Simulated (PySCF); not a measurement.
**Correlation energy of As⁴⁺ (arsenic, charge +4)**

Starting occupation: [Ar] 3d10 4s1, 4s1/2 with m_j = +1/2. Calculation: PySCF 2.14, in x2c-SVPall-2c; X2C-1e with screened-nucleus spin-orbit coupling, Gaussian nucleus. Frozen: [Ne]; 19 electrons correlated.

MP2 pair energies summed by pair of shells (mhartree):

```json
{"pair": "3d3/2-3d5/2", "energy": "-57.68", "share (%)": "23.8"}
{"pair": "3d5/2-3d5/2", "energy": "-38.27", "share (%)": "15.8"}
{"pair": "3d5/2-3p3/2", "energy": "-34.85", "share (%)": "14.4"}
{"pair": "3d3/2-3p3/2", "energy": "-24.87", "share (%)": "10.3"}
{"pair": "3d5/2-3p1/2", "energy": "-18.80", "share (%)": "7.8"}
{"pair": "3d3/2-3d3/2", "energy": "-15.48", "share (%)": "6.4"}
{"pair": "3p1/2-3p3/2", "energy": "-11.94", "share (%)": "4.9"}
{"pair": "3d3/2-3p1/2", "energy": "-10.59", "share (%)": "4.4"}
{"pair": "3p3/2-3p3/2", "energy": "-10.52", "share (%)": "4.3"}
{"pair": "3d5/2-3s1/2", "energy": "-4.82", "share (%)": "2.0"}
{"pair": "3d3/2-3s1/2", "energy": "-3.28", "share (%)": "1.4"}
{"pair": "3p3/2-3s1/2", "energy": "-2.63", "share (%)": "1.1"}
{"pair": "3p1/2-3p1/2", "energy": "-2.22", "share (%)": "0.9"}
{"pair": "3d5/2-4s1/2", "energy": "-1.95", "share (%)": "0.8"}
{"pair": "3p1/2-3s1/2", "energy": "-1.33", "share (%)": "0.5"}
{"pair": "3d3/2-4s1/2", "energy": "-1.13", "share (%)": "0.5"}
{"pair": "3s1/2-3s1/2", "energy": "-0.78", "share (%)": "0.3"}
{"pair": "3p3/2-4s1/2", "energy": "-0.55", "share (%)": "0.2"}
{"pair": "3p1/2-4s1/2", "energy": "-0.25", "share (%)": "0.1"}
{"pair": "3s1/2-4s1/2", "energy": "-0.23", "share (%)": "0.1"}
```

Total MP2 correlation energy: -242.20 mhartree.

This basis was not built for core-valence correlation, so the inner-shell part is incomplete.
